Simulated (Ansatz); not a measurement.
Ansatz (a program for electronic structure) input:

Ansatz 0.2 input:
```yaml
crystal:
  periodic: [false, false, false]
  atoms:
    - {symbol: N, position_ang: [1.55609716, 0.33309840, -0.75361687]}
    - {symbol: Si, position_ang: [0.13437209, 0.01844009, -0.05658732]}
    - {symbol: F, position_ang: [-0.61488279, -1.41739840, -0.29314277]}
    - {symbol: F, position_ang: [-0.04113472, 0.11298649, 1.56798398]}
    - {symbol: F, position_ang: [-1.02437634, 1.04427994, -0.54290569]}
    - {symbol: H, position_ang: [2.34965527, -0.24866234, -0.51987920]}
basis:
  gaussian:
    orbitals: def2-TZVPD
hamiltonian:
  xc: {name: B2PLYP}
total_charge: -1
magnetization: {spin_polarized: false}
correlation: {electrons: outside_noble_gas}
```

Problem. Which total energy does the run end on?

Solution. -644.51618 Eh (B2PLYP/def2-TZVPD). The basis has 209 functions.

It need not be the lowest isomer of its formula. Whether it binds its extra electron was not tested at this geometry.
